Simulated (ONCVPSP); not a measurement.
**Ce: one change to an ONCV potential, before and after**

* Element: Ce (Z = 58)
* Generator: ONCVPSP 4.0.1
* Type: optimised norm-conserving Vanderbilt (ONCV)
* Functional: Wu-Cohen
* Relativity: fully relativistic
* Frozen core: [Kr] 4d10
* Valence charge: 12
* Reference configuration: 4f1 5s2 5p6 5d1 6s1.5 6p0.5
* Partial waves: 5s+6s: rc 2.00 bohr, ncon 4, nbas 7, qcut 4.6 1/bohr, 2 projectors; 5p+6p: rc 2.65 bohr, ncon 4, nbas 9, qcut 4.1 1/bohr, 2 projectors; 5d: rc 3.15 bohr, ncon 4, nbas 8, qcut 4.3 1/bohr, 2 projectors, debl 1 Ha; 4f: rc 1.30 bohr, ncon 3, nbas 8, qcut 15.6 1/bohr, 2 projectors, debl 1.9 Ha
* Local potential: polynomial inside 1.10 bohr (lpopt 5, dvloc0 0 Ha)
* Core correction: polynomial model core, fcfact 0.25

Open shells are filled in proportion to 2j + 1.

All-electron outer shells of the reference configuration (Wu-Cohen, scalar-relativistic, ld1.x):

```tsv
shell	level (eV)	outermost node (bohr)	outermost maximum (bohr)
4p	-211.50	0.33	0.62
4d	-111.01	0.31	0.66
5s	-41.19	0.75	1.37
5p	-23.78	0.81	1.55
4f	-5.99	–	0.71
6s	-4.10	1.81	3.72
5d	-3.53	0.92	2.15
6p	-1.60	2.15	4.84
```

Change: d: rc 4.52.

Cutoffs: the cutoffs (Ha) at which the residual kinetic energy of the hardest occupied pseudo-wave falls to 1 and 0.1 mHa per electron; they do not see the model core or the augmentation charge, which bear on the density cutoff. Errors are all-electron minus pseudo energies relative to the spin-unpolarised reference configuration.

Q: How do hardness, ghosts and transferability respond?

A: The potential gets neither clearly harder nor softer (85 Ha and 95 Ha → 85 Ha and 95 Ha); both files keep a bound ghost (s); of the 4 tests that both files solve, the error grows in 2 and shrinks in 0 by more than 15 % and 0.3 meV (median size 0.1 → 0.3 meV).

```tsv
quantity	base	changed
cutoff, loose	85 Ha	85 Ha
cutoff, tight	95 Ha	95 Ha
loose cutoff by channel	s 10 Ha, p 5.7 Ha, d 6.1 Ha, f 85 Ha	s 10 Ha, p 5.7 Ha, d 4.9 Ha, f 85 Ha
bound ghosts	s	s
GHOST(+) flags under 300 eV	p3/2 at 5.2 eV, p1/2 at 18.6 eV	p3/2 at 5.2 eV, p1/2 at 18.6 eV, d5/2 at 51.0 eV, d3/2 at 56.1 eV
error for 4f1 5s2 5p6 5d1 6s2 6p0, meV [ΔE -1.24 eV]	-0.1	-0.1
error for 4f1 5s2 5p6 5d1 6s1 6p0, meV [ΔE 4.87 eV]	-0.1	+0.4
error for 4f1 5s2 5p6 5d1 6s0 6p0, meV [ΔE 15.84 eV]	-0.9	-4.2
error for 4f1 5s2 5p6 5d1 6s1 6p1, meV [ΔE 1.26 eV]	0.0	-0.1
s: phases at 2.03 bohr within 0.05 rad from the reference energy up to (Ha; the scan ends near 5)	to the end of the scan	to the end of the scan
p3/2: phases at 2.69 bohr within 0.05 rad from the reference energy up to (Ha; the scan ends near 5)	4.6	4.6
p1/2: phases at 2.69 bohr within 0.05 rad from the reference energy up to (Ha; the scan ends near 5)	0.5	0.5
f7/2: phases at 1.32 bohr within 0.05 rad from the reference energy up to (Ha; the scan ends near 5)	to the end of the scan	to the end of the scan
f5/2: phases at 1.32 bohr within 0.05 rad from the reference energy up to (Ha; the scan ends near 5)	to the end of the scan	to the end of the scan
rms error of d²Exc/dni dnj with the model core, mHa	3.13	3.32
```

 A true bound ghost makes a file unfit for plane-wave use even where its test errors are small: the radial tests pick states by their node count and pass the ghost by.
